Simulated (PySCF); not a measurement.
# Stationary points of TaN(OH)

These are results of PBE0 in PySCF with Ta def2-TZVP with ECP60, N def2-TZVP, O def2-TZVP, H def2-TZVP; scalar-relativistic core potentials, no spin–orbit coupling; density-fitted integrals, not measurements.

Relaxations began from a few typed shapes; open shells are unrestricted. The search is not exhaustive: other isomers or separated fragments can lie lower, and high-lying points may rest on an excited occupation.

(1) Order these stationary points by electronic energy, lowest first, in kJ/mol from the lowest minimum.
A. doublet Cs: O–H 0.958 Å, Ta–N 1.692 Å, Ta–O 1.952 Å; H–O–Ta 123.1°, N–Ta–O 112.3°
B. doublet Cs: O–H 0.960 Å, Ta–N 1.689 Å, Ta–O 1.894 Å; H–O–Ta 120.4°, N–Ta–O 104.1°

(2) Which of them are minima?

Answers

(1) B (0.0), A (125.7).

(2) By energy in kJ/mol, 0.0: minimum; 125.7: minimum.

For the lowest minimum: other spin states or occupations of the open shell can lie lower. Spin–orbit coupling, left out here, can matter for elements this heavy.
